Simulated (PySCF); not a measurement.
Ga(Me)(SH)2 (CH₅GaS₂), SMILES [SH][Ga]([SH])[CH3].

Coordinates come from a B3LYP-D3(BJ)/def2-SVP optimisation. The structure was generated by enumeration; whether it is a known compound was not checked. The values are those of a single conformer.

Two levels are set side by side: TDDFT-PBE/def2-SVPD (PySCF) and TDDFT-M06-2X/def2-SVPD (PySCF). Vertical, same geometry. The lowest singlet is HOMO→LUMO+1 98 % with PBE and HOMO→LUMO 50 %, HOMO→LUMO+2 42 % with the other functional; states are paired by order. Differences are taken from unrounded values.

| quantity | TDDFT-M06-2X |
|---|---|
| lowest singlet excitation (eV) | 5.68 |
| lowest triplet excitation (TDA) (eV) | 5.18 |
| first bright state (f over 0.05) (eV) | 6.38 |
| its oscillator strength | 0.08 |

### Question
What does TDDFT-PBE give, and how far is it from TDDFT-M06-2X? (Estimate from the structure and the level; the computed values follow.)

### Answer

| quantity | TDDFT-PBE | TDDFT-PBE minus TDDFT-M06-2X |
|---|---|---|
| lowest singlet excitation (eV) | 4.87 | -0.80 |
| lowest triplet excitation (TDA) (eV) | 4.45 | -0.73 |
| first bright state (f over 0.05) (eV) | 5.47 | -0.91 |
| its oscillator strength | 0.05 | -0.03 |

A lower first singlet is the usual sign of a functional without exact exchange. Differences between two approximate levels are no errors against the true value.

Rough cost on one machine, each run with all the roots and properties that it gave: TDDFT-M06-2X against TDDFT-PBE about 20 times.
